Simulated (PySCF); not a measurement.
# Heteronuclear NMR

Structure with atom numbers: `[F:1][C@@:2]12[CH2:3][CH2:4][CH2:5][C@@H:6]([CH2:7][CH2:8]1)[CH2:9]2`; H(Xn) means a hydrogen on atom n. Ha(C7), Ha(C8), Ha(C9) are cis to C5 on the ring; Ha(C3), Ha(C4), Ha(C5) are cis to C7 on the ring; Hb(C7), Hb(C8), Hb(C9) are trans to C5 on the ring; Hb(C3), Hb(C4), Hb(C5) are trans to C7 on the ring.

- GFN2-xTB structure
- NMR shieldings at PBE0/pcSseg-1/GIAO
- program: PySCF
- non-relativistic, single conformer, no solvent

Where does 19F resonate?

Answers


```json
{"atoms": "F1", "environment": "fluorine on an sp3 carbon", "σ (ppm)": "350.2", "δ (ppm)": "-155.4"}
```

Shieldings were converted by a linear fit to measured shifts: 19F: δ = 146.13 − 0.903σ +14.6 on sp3 carbon (rms 6.0 ppm, 223 shifts, 7.0 ppm with the 5 outliers that the fit left out vs CFCl3, solution or neat liquid). A few per cent of atoms miss by over 2 rms, more outside the fitted compound classes.

On a 400 MHz spectrometer 19F resonates near 376.4 MHz, so 1 ppm is 376.4 Hz.
